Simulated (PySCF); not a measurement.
## Shifts of the heteroatoms

Cartesian coordinates in Å; atom numbers follow the order of the lines, from 1:
```xyz
20

C     2.887    0.319   -0.741
C     2.115    0.289    0.581
C     0.652    0.089    0.324
C     0.116   -1.194    0.239
C    -1.222   -1.381   -0.032
C    -2.064   -0.280   -0.229
C    -3.469   -0.565   -0.503
O    -3.985   -1.634   -0.588
Cl   -4.483    0.880   -0.723
C    -1.530    1.006   -0.151
C    -0.188    1.179    0.121
H     2.526    1.127   -1.373
H     2.757   -0.619   -1.277
H     3.947    0.469   -0.555
H     2.497   -0.524    1.202
H     2.273    1.230    1.111
H     0.757   -2.049    0.393
H    -1.642   -2.373   -0.093
H    -2.167    1.863   -0.300
H     0.218    2.179    0.182
```

Theoretical values (PySCF 2.14): GFN2-xTB geometry, shielding tensors at PBE0/pcSseg-1 (GIAO). A single conformation, non-relativistic, no solvent model, rapidly exchanging positions averaged.

Predict the ¹⁷O NMR data.

Answers


```
atoms      environment  σ (ppm)  δ (ppm)
   O8  carbonyl oxygen   -220.7    467.7
```

Shieldings were converted by a linear fit to measured shifts: ¹⁷O: δ = 266.70 − 0.911σ (rms 10.7 ppm, 155 shifts, 12.2 ppm with the 3 outliers that the fit left out vs liquid water, solution or neat liquid). Occasional misses reach two or three times the rms, and more in compound classes unlike the fitted ones.

On a 300 MHz spectrometer ¹⁷O resonates near 40.7 MHz, so 1 ppm is 40.7 Hz.
